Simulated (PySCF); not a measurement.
Si(CN)Cl3, CCl₃NSi.
SMILES: `N#C[Si](Cl)(Cl)Cl`

The closed-shell ground state was solved at several levels (PySCF, density fitting, gas phase, non-relativistic). Isolated species at its PBE0-D3(BJ)/def2-SVP geometry, gas phase.

```json
{"level": "PBE0/pcSseg-1", "basis functions": "130", "HOMO (eV)": "-10.07", "LUMO (eV)": "-1.53", "gap (eV)": "8.54", "dipole (D)": "2.13"}
{"level": "KT2/pcSseg-1", "basis functions": "130", "HOMO (eV)": "-8.72", "LUMO (eV)": "-2.48", "gap (eV)": "6.24", "dipole (D)": "2.13"}
```

(1) What might B3LYP/def2-SVPD (145 basis functions) give for the same quantities?

(2) Over all these levels, which gives the widest orbital gap and which the narrowest?

(3) How far do the dipole and the HOMO energy spread over the levels?

Results:

(1) HOMO -9.70 eV, LUMO -1.75 eV, gap 7.95 eV, dipole 2.37 D.

(2) PBE0/pcSseg-1 (global hybrid, 25 % exact exchange) has the widest, 8.54 eV, and KT2/pcSseg-1 (GGA) the narrowest, 6.24 eV. The two share the basis. From the narrowest to the widest the HOMO moves by -1.35 eV and the LUMO by +0.95 eV.

(3) The dipole runs from 2.13 to 2.37 D (mean 2.21 D) and the HOMO from -10.07 to -8.72 eV.
